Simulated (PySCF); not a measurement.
Nuclear quadrupole coupling in `C=C(CC)CC(=O)[S-]`

C6H9OS (charge -1).
Cartesian coordinates in Å at the GFN2-xTB level; atoms count from 1:
```
atom  x, y, z in Å
C1    -0.6177    1.8226    0.4943
C2    -0.0431    0.8286   -0.1732
C3    -0.8347   -0.0501   -1.1052
C4    -1.1729   -1.3874   -0.4469
C5     1.3899    0.4738    0.0231
C6     1.5541   -0.4852    1.2448
O7     1.2383   -0.0936    2.3584
S8     2.2048   -1.9923    0.8519
H9    -1.6697    2.0457    0.3951
H10   -0.0646    2.4272    1.1927
H11   -0.2528   -0.2399   -2.0123
H12   -1.7598    0.4597   -1.3951
H13   -0.2599   -1.9021   -0.1566
H14   -1.7692   -1.2237    0.4488
H15   -1.7319   -2.0252   -1.1322
H16    1.8077   -0.0136   -0.8581
H17    1.9746    1.3674    0.2604
```

Field gradients from the PBE0/pcSseg-1 density (PySCF, non-relativistic), principal values in atomic units, ordered |Vxx| ≤ |Vyy| ≤ |Vzz|:

| atom | Vxx | Vyy | Vzz |
| --- | --- | --- | --- |
| O7 | 0.7660 | 0.8195 | -1.5854 |
| S8 | 0.0425 | 1.8850 | -1.9275 |

Find the asymmetry η = (Vxx − Vyy)/Vzz and the couplings χ = eQV/h (234.96 MHz × Q in barn × V in au), with Q(17O) = −0.0256 b, Q(33S) = −0.0678 b.

| atom | environment | nucleus | η | χzz (MHz) | χxx (MHz) | χyy (MHz) |
| --- | --- | --- | --- | --- | --- | --- |
| O7 | oxygen bonded to C | 17O | 0.03 | 9.54 | -4.61 | -4.93 |
| S8 | sulfur bonded to C | 33S | 0.96 | 30.71 | -0.68 | -30.03 |

The gradient is axial or nearly so (η below 0.05) at O7. At S8 η is above 0.9: Vyy and Vzz are nearly equal in size and opposite in sign, so a small change could swap them and flip the sign of χzz. The tensor is traceless: Vxx + Vyy + Vzz = 0.

What is Vzz at S8 in SI units (1 au = 9.71736 × 10²¹ V/m²)?

-1.9275 au = -18.730 × 10²¹ V/m².

And the gradient at the other heavy atoms, for which no coupling is worked out here?

| atom | environment | Vzz (au) | η |
| --- | --- | --- | --- |
| C1 | terminal =CH2 carbon | 0.176 | 0.84 |
| C2 | fully substituted alkene carbon | 0.353 | 0.52 |
| C3 | allylic carbon | -0.033 | 0.44 |
| C4 | methyl carbon | -0.125 | 0.75 |
| C5 | sp3 carbon next to a carbonyl | -0.067 | 0.77 |
| C6 | carbon bonded to C, O and S | 0.412 | 0.34 |

Were the hydrogens deuterons (Q(2H) = 0.00286 b), χzz would run from 195 kHz (H13) to 230 kHz (H10).

The structure is a single GFN2-xTB conformer in the gas phase; no vibrational or solvent corrections. The pcSseg-1 basis has no diffuse functions, a weakness for an anion. GFN2-xTB bond lengths can be off by several hundredths of an ångström, more for odd bonds, and the gradients follow them. The small basis limits the accuracy of the gradients.

These values come from a run that also computed NMR shieldings. Hardware: one thread of an Intel Xeon, shared host. Cost: 45 s of wall time, 0.85 GiB resident at most.
